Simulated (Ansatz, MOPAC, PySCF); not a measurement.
Lewis adduct: C2H5Ga (SMILES C=[CH][GaH2]) (first 8 atoms) with H2O (SMILES O); geometry from B3LYP-D3(BJ)/def2-TZVP, rigid monomers moved along the line of their centres of mass till Ga3···O9 is 2.03 Å.
(charge 0, multiplicity 1):
```xyz
11

C     -2.09771     0.72575     0.84035
C     -0.80057     0.96830     0.63759
Ga     0.58591    -0.44821     0.78712
H     -2.46736    -0.27562     1.04769
H     -2.85899     1.50102     0.79122
H     -0.52259     1.99767     0.41583
H      0.04333    -1.93381     0.80698
H      2.08955    -0.13579     0.46329
O      0.54495    -0.21045     2.80264
H     -0.27859     0.28312     2.92904
H      0.43190    -1.06151     3.24386
```

Interaction energies are E(AB) − E(A) − E(B) at the monomers' geometry in the complex; basis-set methods are counterpoise corrected. Rows marked so take none.

Rows in STO-3G carry no dispersion term and start afresh at each structure; the Pople sets are all-electron and without relativity. The state that PM3 reach isn't checked.

Programs: Ansatz (an electronic-structure program) with Gaussian orbitals; MOPAC for PM3 (differences of heats of formation); PySCF for STO-3G rows, the dispersion terms. Each number belongs to the level named beside it.

Q: One of these levels gives -53.2 kJ/mol for the interaction energy. Which?
(A) PBE0-D3(BJ)/def2-TZVPPD
(B) PBE-D3(BJ)/def2-TZVPPD
(C) PM3
(D) HF/STO-3G (no counterpoise)

A: A, PBE0-D3(BJ)/def2-TZVPPD. The others give -126.1 (PM3), -175.2 (HF/STO-3G (no counterpoise)), -45.7 (PBE-D3(BJ)/def2-TZVPPD)
